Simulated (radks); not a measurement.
Problem. The mean radii <r> (bohr) of the occupied orbitals of an atom or ion are listed with their occupations. All-electron calculation, Dirac Kohn-Sham, PBEsol, spin-unpolarised, spherical densities, point nucleus. Program: a radial shooting solver on a logarithmic mesh with Libxc functionals.

orbital  occ.      <r>
1s1/2       2  0.02001
2s1/2       2  0.08431
2p1/2       2  0.07009
2p3/2       4  0.07748
3s1/2       2   0.2206
3p1/2       2   0.2103
3p3/2       4   0.2242
3d3/2       4   0.1973
3d5/2       6   0.2016
4s1/2       2   0.4978
4p1/2       2   0.5062
4p3/2       4   0.5383
4d3/2       4   0.5652
4d5/2       6   0.5766
5s1/2       2    1.232
5p1/2       2    1.397
5p3/2       4    1.516
6s1/2       1    4.040
4f5/2       6   0.8014
4f7/2       7   0.8285
5d3/2       1    3.980

Name the element and its charge. Open shells, if any, fill j = l - 1/2 first.

Solution. Z = 69, thulium, charge 0: Tm in [Xe] 4f13 5d1 6s1. The 1s radius gives Z: for a bare nucleus <r> = (2 gamma + 1)/(2Z) with gamma = sqrt(1 - (Z/c)^2), 0.01977 bohr for Z = 69, and screening makes it slightly larger (0.02001 here). The occupations add up to 69, and the charge is Z minus that.
